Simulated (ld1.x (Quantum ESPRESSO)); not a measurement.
Reading a pseudo-wave (calcium (Ca))

Columns: radius, all-electron u(r) and pseudo u(r) of the 3s shell (level -46.90 eV) of calcium in the configuration [Ne] 3s2 3p6 3d0 4s1.75 4p0.25; PBEsol, non-relativistic, TM scheme, ld1.x (Quantum ESPRESSO) 7.5.

```
r (bohr)  all-electron  pseudo
   0.150       -0.2853  0.1979
   0.300       -0.4842  0.3889
   0.450       -0.0150  0.5661
   0.600        0.5027  0.7215
   0.750        0.8484  0.8454
   0.900        1.0068  0.9256
   1.050        1.0263  0.9515
   1.200        0.9614  0.9197
   1.350        0.8542  0.8393
   1.500        0.7326  0.7296
   1.650        0.6126  0.6124
   1.800        0.5030  0.5030
   1.950        0.4073  0.4073
   2.100        0.3263  0.3263
   2.250        0.2593  0.2593
   2.400        0.2048  0.2048
   2.550        0.1610  0.1610
   2.700        0.1260  0.1260
   2.850        0.0984  0.0984
   3.000        0.0767  0.0767
   3.150        0.0596  0.0596
   3.300        0.0462  0.0462
   3.450        0.0358  0.0358
   3.600        0.0277  0.0277
   3.750        0.0214  0.0214
   3.900        0.0165  0.0165
```

(1) How many radial nodes do the two functions have?

(2) At about which radius was the pseudo-wave matched?

(3) Is the pseudo-wave norm-conserving?

Answers

(1) The all-electron 3s function has n − l − 1 = 2 (the table is too coarse to show those close to the nucleus); the pseudo-wave has 0, since the states of the same l below it are removed with the core.

(2) 1.85 bohr. The columns agree to 0.0005 from 1.65 bohr on; several derivatives are matched, so the curves merge somewhat inside the radius.

(3) Yes: the TM scheme keeps the norm inside the radius equal to the all-electron one, which fixes the energy derivative of the logarithmic derivative at the level.
